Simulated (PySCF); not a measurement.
**Extrapolating along a basis family**

System: H3ClSi, singlet, geometry from GFN2-xTB. Level: PySCF with DF-PBE/cc-pV(D+d)Z. Sums are taken with unrounded values, so a last digit can differ.

PySCF was given this input:
```python
from pyscf import gto, scf, dft

mol = gto.Mole()
mol.atom = '''
    Si   -0.962314   -0.037805   -0.060638
    Cl    1.042309    0.040948    0.065679
    H    -1.315510   -1.027484   -1.071920
    H    -1.446118    1.284492   -0.440594
    H    -1.485214   -0.423847    1.244907
'''
mol.basis = 'cc-pv(d+d)z'
mol.charge = 0
mol.spin = 0
mol.verbose = 4
mol.max_memory = 1800
mol.build()

mf = dft.RKS(mol)
mf.xc = 'pbe'
mf = mf.density_fit(auxbasis='def2-universal-jkfit')
mf.kernel()
```

The same job in three bases:

| basis | X | SCF energy (Eh) |
|---|---|---|
| cc-pV(D+d)Z | 2 | -751.182834 |
| cc-pV(T+d)Z | 3 | -751.216868 |
| cc-pV(Q+d)Z | 4 | -751.225391 |

### Question
Estimate the basis-set limit.

### Answer
For E(X) = E∞ + A exp(-bX) three points give E∞ = E3 - (E3 - E2)²/(E1 + E3 - 2 E2) = -751.225391 - (-0.008523)²/(0.025511) = -751.22824 Eh, so the largest basis still lies 2.8 mEh above this estimate. The second step gains 0.25 of the first. The exponential form is used since the steps shrink steadily here. These limits are estimates from the fitted forms, not computed values.
